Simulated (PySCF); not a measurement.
**Iodine: a sound run and one with changed settings**

Sound run: I+ [Kr] 4d10 5s2 5p4, I(2+) [Kr] 4d10 5s2 5p3. Computed with PySCF 2.14 in def2-SVP with the def2 core potential (28 electrons), with scalar relativity through the core potential. The sound run starts from symmetry-adapted Hartree-Fock orbitals and uses a fine grid where one is needed.

Changed run: radial step 1.2 in ln r (0.13 in the sound run). This setting is unsound on purpose.

| species | method | sound run (hartree) | changed run (hartree) | converged |
| --- | --- | --- | --- | --- |
| I+ | UHF | -296.29709 | -296.29709 | yes |
| I+ | r2SCAN | -297.39657 | -286.67014 | yes |
| I+ | M06-2X | -297.22279 | -293.01701 | yes |
| I(2+) | UHF | -295.64889 | -295.64889 | yes |
| I(2+) | r2SCAN | -296.70826 | -286.14178 | yes |
| I(2+) | M06-2X | -296.54656 | -292.43103 | yes |

Ionisation energy of I+:

| method | sound run (eV) | changed run (eV) |
| --- | --- | --- |
| UHF | 17.638 | 17.638 |
| r2SCAN | 18.730 | 14.377 |
| M06-2X | 18.401 | 15.945 |

A coarse radial grid mis-integrates the density and the exchange-correlation energy, with errors of either sign; Hartree-Fock needs no grid.

For comparison, NIST gives 19.131 eV between the lowest levels.
